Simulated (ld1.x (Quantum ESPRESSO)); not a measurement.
# What one change does to a pseudopotential (arsenic (As), TM)

* Element: As
* Generator: ld1.x (Quantum ESPRESSO) 7.5
* Type: norm-conserving Troullier–Martins (Kleinman–Bylander form)
* Functional: PBE
* Relativity: scalar-relativistic
* Frozen core: [Ar] 3d10
* Valence charge: 5
* Reference configuration: 4s2 4p3
* Partial waves: 4s (bound): rc 1.70 bohr; 4p (bound): rc 1.35 bohr
* Local potential: the p channel
* Core correction: a·sin(br)/r model core, default radius (core density twice the valence density)

Change: wave 4s (bound): rc 1.70 bohr becomes 4s (bound): rc 2.42 bohr.

Cutoffs: the cutoffs (Ry, on a coarse ladder) from which the occupation-weighted sum of valence levels, in a spherical-Bessel basis at the reference potential, stays within 10 and 1 mRy of its value at 400 Ry; they do not see the model core or the augmentation charge, which bear on the density cutoff. Errors are all-electron minus pseudo energies relative to the spin-unpolarised reference configuration.

Problem. Predict the effect on cutoff, ghosts and configuration errors.

Solution. The potential gets neither clearly harder nor softer (55 Ry and 100 Ry → 55 Ry and 100 Ry); the bound ghost in s disappears; of the 7 tests that both files solve, the error grows in 2 and shrinks in 3 by more than 15 % and 0.3 meV (median size 5.2 → 3.4 meV).

| quantity | base | changed |
| --- | --- | --- |
| cutoff, loose | 55 Ry | 55 Ry |
| cutoff, tight | 100 Ry | 100 Ry |
| loose cutoff by channel (10 mRy a level) | s 18 Ry, p 45 Ry | s 10 Ry, p 45 Ry |
| bound ghosts | s | none |
| error for 4s2 4p2, meV [ΔE 9.15 eV] | -1.9 | -0.1 |
| error for 4s2 4p1, meV [ΔE 27.07 eV] | -20 | -3.4 |
| error for 4s2 4p0, meV [ΔE 54.77 eV] | -105 | -32 |
| error for 4s2 4p3.3, meV [ΔE -1.23 eV] | +0.2 | +0.2 |
| error for 4s2 4p2.5, meV [ΔE 3.56 eV] | -0.4 | -0.2 |
| error for 4s1 4p4, meV [ΔE 9.42 eV] | -5.2 | -34 |
| error for 4s0 4p5, meV [ΔE 19.06 eV] | -16 | -138 |

 A true bound ghost makes a file unfit for plane-wave use even where its test errors are small: the radial tests pick states by their node count and pass the ghost by.
